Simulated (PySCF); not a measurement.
HSSi (SMILES [Si]=[SH+]), charge +1, singlet, geometry from GFN2-xTB; CCSD(T)/cc-pVTZ (PySCF).

Here is a job for PySCF.
```python
from pyscf import gto, scf, cc

mol = gto.Mole()
mol.atom = '''
    Si    1.02786580   -0.53374027   -0.01003020
    S    -0.79987047    0.50345971    0.01180767
    H    -1.59219374   -0.58299159   -0.04849990
'''
mol.basis = 'cc-pvtz'
mol.charge = 1
mol.verbose = 4
mol.build()

mf = scf.RHF(mol)
mf.kernel()

mycc = cc.CCSD(mf)
mycc.kernel()
et = mycc.ccsd_t()
print('E(CCSD(T)) = %.10f' % (mycc.e_tot + et))
```

Problem. Write the output that PySCF gives for this input, abridged.

Solution. 
```
PySCF version 2.14.0

[INPUT] verbose = 4
[INPUT] num. atoms = 3
[INPUT] num. electrons = 30
[INPUT] charge = 1
[INPUT] spin (= nelec alpha-beta = 2S) = 0
[INPUT] symmetry False subgroup None
[INPUT] Mole.unit = angstrom
[INPUT] Symbol           X                Y                Z      unit          X                Y                Z       unit  Magmom
[INPUT]  1 Si     1.027865800000  -0.533740270000  -0.010030200000 AA    1.942384854807  -1.008622931951  -0.018954330975 Bohr   0.0
[INPUT]  2 S     -0.799870470000   0.503459710000   0.011807670000 AA   -1.511536123427   0.951400966653   0.022313262469 Bohr   0.0
[INPUT]  3 H     -1.592193740000  -0.582991590000  -0.048499900000 AA   -3.008810105847  -1.101694438025  -0.091651528069 Bohr   0.0

nuclear repulsion = 65.5186233931429
number of shells = 24
number of NR pGTOs = 134
number of NR cGTOs = 82
basis = cc-pvtz
ecp = {}

******** <class 'pyscf.scf.hf.RHF'> ********
method = RHF
initial guess = minao
damping factor = 0
level_shift factor = 0
DIIS = <class 'pyscf.scf.diis.CDIIS'>
diis_start_cycle = 1
diis_space = 8
diis_damp = 0
SCF conv_tol = 1e-09
SCF conv_tol_grad = None
SCF max_cycles = 50
direct_scf = True
direct_scf_tol = 1e-13
Set gradient conv threshold to 3.16228e-05
Initial guess from minao.
init E= -686.966504178044
  HOMO = -0.284421195952192  LUMO = -0.0556845094082696  gap/eV = 6.22424
cycle= 1 E= -686.72669982192  delta_E= 0.24  |g|= 0.344  |ddm|= 1.24
  HOMO = -0.630331640738876  LUMO = -0.294808492777102  gap/eV = 9.13005
cycle= 2 E= -686.777115694541  delta_E= -0.0504  |g|= 0.16  |ddm|= 0.603
  HOMO = -0.638433958338794  LUMO = -0.241578167938899  gap/eV = 10.79900
cycle= 3 E= -686.785463213323  delta_E= -0.00835  |g|= 0.0357  |ddm|= 0.13
  HOMO = -0.6280315184362  LUMO = -0.233357490026409  gap/eV = 10.73963
cycle= 4 E= -686.786240509799  delta_E= -0.000777  |g|= 0.0121  |ddm|= 0.0532
  HOMO = -0.630545989812812  LUMO = -0.233029577395341  gap/eV = 10.81697
cycle= 5 E= -686.78635427013  delta_E= -0.000114  |g|= 0.0038  |ddm|= 0.017
  HOMO = -0.630348684912996  LUMO = -0.233415623722036  gap/eV = 10.80110
cycle= 6 E= -686.786370943201  delta_E= -1.67e-05  |g|= 0.000929  |ddm|= 0.00749
  HOMO = -0.630562768594075  LUMO = -0.233463127711534  gap/eV = 10.80563
cycle= 7 E= -686.786372068969  delta_E= -1.13e-06  |g|= 0.000221  |ddm|= 0.0022
  HOMO = -0.630534824715041  LUMO = -0.233441659422579  gap/eV = 10.80546
cycle= 8 E= -686.786372139179  delta_E= -7.02e-08  |g|= 8.57e-05  |ddm|= 0.000498
  HOMO = -0.63053328898236  LUMO = -0.233444459954723  gap/eV = 10.80534
cycle= 9 E= -686.786372152201  delta_E= -1.3e-08  |g|= 3.3e-05  |ddm|= 0.00022
  HOMO = -0.630532893582079  LUMO = -0.23344497393879  gap/eV = 10.80531
cycle= 10 E= -686.78637215442  delta_E= -2.22e-09  |g|= 9.25e-06  |ddm|= 0.000109
  HOMO = -0.630533085864945  LUMO = -0.233445308482289  gap/eV = 10.80531
cycle= 11 E= -686.786372154548  delta_E= -1.28e-10  |g|= 3.07e-06  |ddm|= 2.49e-05
  HOMO = -0.630532841758991  LUMO = -0.233445233269777  gap/eV = 10.80530
Extra cycle  E= -686.786372154553  delta_E= -5e-12  |g|= 1.7e-06  |ddm|= 4.46e-06
converged SCF energy = -686.786372154553

******** <class 'pyscf.cc.ccsd.CCSD'> ********
CC2 = 0
CCSD nocc = 15, nmo = 82
max_cycle = 50
direct = 0
conv_tol = 1e-07
conv_tol_normt = 1e-05
diis_space = 6
diis_start_cycle = 0
diis_start_energy_diff = 1e+09
Init t2, MP2 energy = -687.12518588052  E_corr(MP2) -0.338813725966754
Init E_corr(CCSD) = -0.338813725968862
cycle = 1  E_corr(CCSD) = -0.355101837977404  dE = -0.016288112  norm(t1,t2) = 0.0596303
cycle = 2  E_corr(CCSD) = -0.364024316010983  dE = -0.00892247803  norm(t1,t2) = 0.0233834
cycle = 3  E_corr(CCSD) = -0.365594660331963  dE = -0.00157034432  norm(t1,t2) = 0.013274
cycle = 4  E_corr(CCSD) = -0.36755418571275  dE = -0.00195952538  norm(t1,t2) = 0.00626426
cycle = 5  E_corr(CCSD) = -0.367402028767328  dE = 0.000152156945  norm(t1,t2) = 0.00209865
cycle = 6  E_corr(CCSD) = -0.367316831851837  dE = 8.51969155e-05  norm(t1,t2) = 0.000786769
cycle = 7  E_corr(CCSD) = -0.367353926203092  dE = -3.70943513e-05  norm(t1,t2) = 0.000315276
cycle = 8  E_corr(CCSD) = -0.367360158541969  dE = -6.23233888e-06  norm(t1,t2) = 9.28126e-05
cycle = 9  E_corr(CCSD) = -0.367357109723772  dE = 3.0488182e-06  norm(t1,t2) = 4.56354e-05
cycle = 10  E_corr(CCSD) = -0.367356972592833  dE = 1.37130939e-07  norm(t1,t2) = 2.20108e-05
cycle = 11  E_corr(CCSD) = -0.367356667540393  dE = 3.0505244e-07  norm(t1,t2) = 1.03983e-05
cycle = 12  E_corr(CCSD) = -0.367356685115475  dE = -1.75750823e-08  norm(t1,t2) = 4.8268e-06
CCSD converged
E(CCSD) = -687.1537288396685  E_corr = -0.3673566851154749
CCSD(T) correction = -0.016430897671336
E(CCSD(T)) = -687.1701597373
```
